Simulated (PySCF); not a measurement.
A calculated (UHF, PySCF 2.14, x2c-TZVPall, the spin-free X2C one-electron Hamiltonian (Gaussian nucleus)) atom or ion has these occupied shells.

```tsv
shell	electrons	orbital energy (eV)	rms radius, mean of both spins (bohr)
1s β	1	-20113.2	0.0404
1s α	1	-20113.1	0.0404
2s α	1	-2921.8	0.166
2s β	1	-2920.9	0.166
2p α	3	-2607.1	0.148
2p β	3	-2606.2	0.148
3s α	1	-535.06	0.456
3s β	1	-534.64	0.456
3p α	3	-429.02	0.462
3p β	3	-428.48	0.462
3d α	5	-256.43	0.453
3d β	5	-255.07	0.453
4s α	1	-88.694	1.19
4s β	1	-82.701	1.19
4p α	3	-58.798	1.34
4p β	3	-50.548	1.34
4d α	5	-16.366	2.01
```

Question: Name the element and its charge.

Answer: Mo⁺ (molybdenum, charge +1), in [Kr] 4d5, high-spin 6S determinant.
